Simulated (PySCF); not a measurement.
**Correlation energy of As (arsenic, neutral)**

[Ar] 3d10 4s1 4p4, high-spin 4P determinant (an excited configuration). All numbers are calculated (PySCF 2.14, scalar relativity by spin-free X2C-1e, in aug-cc-pVQZ-DK (8s7p5d3f2g, 93 functions)). Frozen: [Ar] 3d10; 5 electrons correlated.

| level | correlation energy (mhartree) |
| --- | --- |
| CCSD | -103.93 |
| (T) | -12.95 |
| CCSD(T) | -116.88 |

Diagnostics: T1 = 0.039, D1 = 0.1123, largest double amplitude 0.269.

T1 exceeds 0.03, a sign that the reference determinant is poor. A double-excitation amplitude exceeds 0.15, a sign of near-degeneracy.

Cost of the coupled-cluster step: about 28 core-seconds, for 5 correlated electrons.

Iterations:

```
CC2 = 0
CCSD nocc = (np.int64(4), np.int64(1)), nmo = (79, 79)
frozen orbitals [[0, 1, 2, 3, 4, 5, 6, 7, 8, 9, 10, 11, 12, 13], [0, 1, 2, 3, 4, 5, 6, 7, 8, 9, 10, 11, 12, 13]]
max_cycle = 100
direct = 0
conv_tol = 1e-08
conv_tol_normt = 1e-06
diis_space = 8
diis_start_cycle = 0
Init t2, MP2 energy = -0.0729087369408355
Init E_corr(UCCSD) = -0.072908736941051
cycle = 1  E_corr(UCCSD) = -0.0851822843319347  dE = -0.0122735474  norm(t1,t2) = 0.0874484
cycle = 2  E_corr(UCCSD) = -0.0905166745830129  dE = -0.00533439025  norm(t1,t2) = 0.0603906
cycle = 3  E_corr(UCCSD) = -0.100586167320069  dE = -0.0100694927  norm(t1,t2) = 0.0475929
cycle = 4  E_corr(UCCSD) = -0.101423587242146  dE = -0.000837419922  norm(t1,t2) = 0.0233189
cycle = 5  E_corr(UCCSD) = -0.104336143428036  dE = -0.00291255619  norm(t1,t2) = 0.0135668
cycle = 6  E_corr(UCCSD) = -0.103812529224079  dE = 0.000523614204  norm(t1,t2) = 0.00590227
cycle = 7  E_corr(UCCSD) = -0.103816106822577  dE = -3.5775985e-06  norm(t1,t2) = 0.00427133
cycle = 8  E_corr(UCCSD) = -0.103850287703701  dE = -3.41808811e-05  norm(t1,t2) = 0.00887876
cycle = 9  E_corr(UCCSD) = -0.103926113767724  dE = -7.5826064e-05  norm(t1,t2) = 0.0023661
cycle = 10  E_corr(UCCSD) = -0.10396603650414  dE = -3.99227364e-05  norm(t1,t2) = 0.00233677
cycle = 11  E_corr(UCCSD) = -0.103949201104369  dE = 1.68353998e-05  norm(t1,t2) = 0.00228637
cycle = 12  E_corr(UCCSD) = -0.103932702514254  dE = 1.64985901e-05  norm(t1,t2) = 0.0019607
cycle = 13  E_corr(UCCSD) = -0.103939149477908  dE = -6.44696365e-06  norm(t1,t2) = 0.00143083
cycle = 14  E_corr(UCCSD) = -0.10394545337557  dE = -6.30389766e-06  norm(t1,t2) = 0.00106095
cycle = 15  E_corr(UCCSD) = -0.103919995386603  dE = 2.5457989e-05  norm(t1,t2) = 0.000766782
cycle = 16  E_corr(UCCSD) = -0.10392499263588  dE = -4.99724928e-06  norm(t1,t2) = 0.000453198
cycle = 17  E_corr(UCCSD) = -0.103930325117212  dE = -5.33248133e-06  norm(t1,t2) = 0.000197533
cycle = 18  E_corr(UCCSD) = -0.103933865221697  dE = -3.54010448e-06  norm(t1,t2) = 0.000837576
cycle = 19  E_corr(UCCSD) = -0.103935459444464  dE = -1.59422277e-06  norm(t1,t2) = 5.29133e-05
cycle = 20  E_corr(UCCSD) = -0.103934786139727  dE = 6.73304737e-07  norm(t1,t2) = 2.61295e-05
cycle = 21  E_corr(UCCSD) = -0.103933418787015  dE = 1.36735271e-06  norm(t1,t2) = 1.35825e-05
cycle = 22  E_corr(UCCSD) = -0.103933180298585  dE = 2.3848843e-07  norm(t1,t2) = 8.368e-06
cycle = 23  E_corr(UCCSD) = -0.103933197346587  dE = -1.7048002e-08  norm(t1,t2) = 6.89972e-06
cycle = 24  E_corr(UCCSD) = -0.103933387949089  dE = -1.90602502e-07  norm(t1,t2) = 5.83347e-06
cycle = 25  E_corr(UCCSD) = -0.103933457596642  dE = -6.96475534e-08  norm(t1,t2) = 4.83335e-06
cycle = 26  E_corr(UCCSD) = -0.103933513134488  dE = -5.55378453e-08  norm(t1,t2) = 4.10112e-06
cycle = 27  E_corr(UCCSD) = -0.103933526632393  dE = -1.34979056e-08  norm(t1,t2) = 6.55446e-06
cycle = 28  E_corr(UCCSD) = -0.103933450654763  dE = 7.59776302e-08  norm(t1,t2) = 3.22811e-06
cycle = 29  E_corr(UCCSD) = -0.10393342822679  dE = 2.2427973e-08  norm(t1,t2) = 7.01538e-07
cycle = 30  E_corr(UCCSD) = -0.103933414630963  dE = 1.35958271e-08  norm(t1,t2) = 2.9482e-07
cycle = 31  E_corr(UCCSD) = -0.103933413399056  dE = 1.23190731e-09  norm(t1,t2) = 1.47822e-07
UCCSD converged
E(UCCSD) = -2258.808846397631  E_corr = -0.1039334133990558
UCCSD(T) correction = -0.0129523266116859
```
